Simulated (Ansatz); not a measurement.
Basis sets compared for [Tb(H2O)6]3+ (TbO₆H₁₂³⁺). Total charge 3; septet. Geometry r2SCAN-D4/def2-SVP. Ansatz on 4 threads of Intel Xeon on a shared host; times are rough, and most runs start from earlier orbitals.

```csv
atom,x (Å),y (Å),z (Å)
Tb1,0.001,-0.001,0.000
O2,-2.045,0.593,-0.934
H3,-2.399,1.493,-1.089
H4,-2.752,0.001,-1.264
O5,2.044,-0.594,0.939
H6,2.749,-0.002,1.272
H7,2.398,-1.494,1.095
O8,-0.974,-0.020,2.112
H9,-1.905,0.171,2.348
H10,-0.548,-0.221,2.970
O11,0.976,0.020,-2.112
H12,0.551,0.224,-2.970
H13,1.907,-0.172,-2.348
O14,0.532,2.248,0.263
H15,0.993,2.837,-0.370
H16,0.349,2.826,1.033
O17,-0.534,-2.248,-0.269
H18,-0.348,-2.824,-1.039
H19,-0.995,-2.838,0.362
```

In the def2 sets Tb takes a core potential; there is no spin–orbit coupling. With an open 4f shell the SCF may have ended on a state above the lowest.

```
           level  functions  energy (Eh)  HOMO (eV)  LUMO (eV)  wall time
 PBE-D4/def2-SVP        221   -1280.5384     -18.91     -17.94       40 s
PBE0-D4/def2-SVP        221   -1280.4165     -22.09     -14.22       70 s
```

Q: Estimate the rows for PBE-D4/def2-TZVP, PBE0-D4/def2-TZVP (with forces).

A: 
```
                          level  functions  energy (Eh)  HOMO (eV)  LUMO (eV)  wall time
               PBE-D4/def2-TZVP        350   -1281.1108     -19.12     -18.13       88 s
PBE0-D4/def2-TZVP (with forces)        350   -1280.9774     -22.17     -14.31     16 min
```
